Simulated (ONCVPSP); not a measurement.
Scattering properties, ONCV potential for copper

copper, optimised norm-conserving Vanderbilt (ONCV), made with ONCVPSP 4.0.1 (LDA (Perdew-Zunger), scalar-relativistic). Core [Ne], reference 3s2 3p6 3d9 (charge +2). Waves: 3s: rc 0.70 bohr, ncon 4, nbas 8, qcut 7.3 1/bohr, 2 projectors, debl 2.5 Ha; 3p: rc 0.90 bohr, ncon 4, nbas 9, qcut 15.1 1/bohr, 2 projectors, debl 1.8 Ha; 3d: rc 1.15 bohr, ncon 5, nbas 9, qcut 13.9 1/bohr, 2 projectors, debl 2 Ha. Local part: polynomial inside 0.50 bohr (lpopt 5, dvloc0 -1 Ha). Core correction: Teter function, fcfact 3.5, rcfact 1.05.

In the s channel the program set the typed energies aside and used -5.137, 0.250 Ha. In the p channel the program set the typed energies aside and used -3.586, 0.250 Ha.

The phase is arctan(r·R′/R) of the radial function R(r), unwrapped; energies in Ha, scanned from -7 to 5 Ha. A pole is an energy at which the radial function vanishes at the test radius. The pseudo phase is shifted by a multiple of π to meet the all-electron one at the reference energy, and phase errors are pseudo minus all-electron; the curves can meet again beyond the range given. Levels narrower than the energy grid can be missing from the lists of poles.

```tsv
channel	radius (bohr)	reference energy (Ha)	poles, all-electron	poles, pseudo	unbroken range about the reference energy with phases within 0.05 rad	phase error 1 Ha above the reference energy (rad)
s	0.71	-5.14	none	none	the whole range	-0.000
p	0.91	-3.59	-0.01	-0.01	the whole range	+0.000
d	1.16	-1.10	0.13	0.13	the whole range	-0.000
```

Phases in the s channel:

```tsv
E (Ha)	all-electron	pseudo
-6.96	-0.704	-0.704
-6.32	-0.834	-0.834
-5.68	-0.943	-0.943
-5.04	-1.033	-1.033
-4.40	-1.108	-1.108
-3.76	-1.171	-1.171
-3.12	-1.224	-1.224
-2.48	-1.269	-1.269
-1.84	-1.308	-1.308
-1.20	-1.343	-1.343
-0.56	-1.373	-1.373
0.08	-1.400	-1.400
0.72	-1.424	-1.424
1.36	-1.446	-1.446
2.00	-1.466	-1.466
2.64	-1.485	-1.485
3.28	-1.502	-1.502
3.92	-1.518	-1.518
4.56	-1.533	-1.533
```
